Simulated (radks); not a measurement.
Task: The table gives one normalised radial function P(r) = r R(r) of Rb+ in [Ar] 3d10 4s2 4p5 5f1 (r in bohr). Method: scalar-relativistic Kohn-Sham, PBE, spin-polarised, spherical densities, finite nucleus; open shells are filled with parallel spins first (spin-orbit coupling, left out, can overturn this in heavy ions); Fermi nuclear charge, rms radius 4.2036 fm; computed with a radial shooting solver on a logarithmic mesh with Libxc functionals.

r,P
0.008352,0.0000
0.01159,0.0000
0.01622,0.0000
0.02252,0.0000
0.03127,0.0000
0.0434,0.0000
0.06074,0.0000
0.08431,0.0000
0.117,0.0001
0.1625,0.0002
0.2274,0.0006
0.3156,0.0015
0.4381,0.0032
0.6082,0.0066
0.8511,0.0136
1.181,0.0266
1.64,0.0504
2.295,0.0913
3.186,0.1514
4.423,0.2114
6.14,0.2116
8.592,0.0630
11.93,-0.1919
16.56,-0.3216
22.98,-0.1195
32.16,-0.0116
44.65,-0.0003

Which n and l does it have? It may be an empty orbital.

Result: n = 5, l = 3: the number of nodes gives n - l - 1 = 1, the rise at small r (about r^(l+1), flatter next to the nucleus through relativity) gives l, and the extent must fit the shell. The curve is that of 5f up; the table hardly tells the two spins apart. 5f up: eigenvalue -1.885 eV, 1 radial node at r = 9.38 bohr, <r> = 14.3 bohr, 90 % of the charge inside 20.3 bohr.
